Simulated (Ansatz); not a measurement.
```xyz
15

C     1.7640   -2.3502   -1.3791
O     0.9127   -1.3826   -0.8619
Hf   -0.2534    0.0350   -0.3424
O    -0.0166    1.6399   -1.3809
O    -2.1110   -0.4840   -0.3923
S     0.3594    0.5275    1.9893
C    -0.7694    1.9357    2.2725
H     2.3340   -1.9542   -2.2262
H     2.4714   -2.6799   -0.6116
H     1.1953   -3.2216   -1.7205
H    -0.0402    2.3205   -2.0441
H    -2.8665   -1.0608   -0.3550
H    -0.6429    2.2540    3.3072
H    -0.5256    2.7733    1.6188
H    -1.8110    1.6474    2.1263
```

Charge 0, multiplicity 1. Hf takes the def2 core potential.

List the ωB97M-V/def2-TZVPP orbital energies in eV (Ansatz). (Estimate.)

Ansatz gave: Occupied: -2425.53, -525.98, -525.67, -525.65, -282.73, -281.79, -219.53, -162.65, -162.52, -162.48, -70.79, -39.48, -39.35, -39.02, -30.36, -29.53, -29.33, -23.59, -21.49, -19.48, -16.59, -16.34, -15.47, -15.20, -15.19, -14.19, -14.13, -12.42, -12.13, -12.10, -11.73, -11.50, -10.91, -10.78, -9.42, -8.54. Lowest empty: 1.13, 1.87, 2.73, 2.74, 2.76, 3.09, 3.23, 3.57.
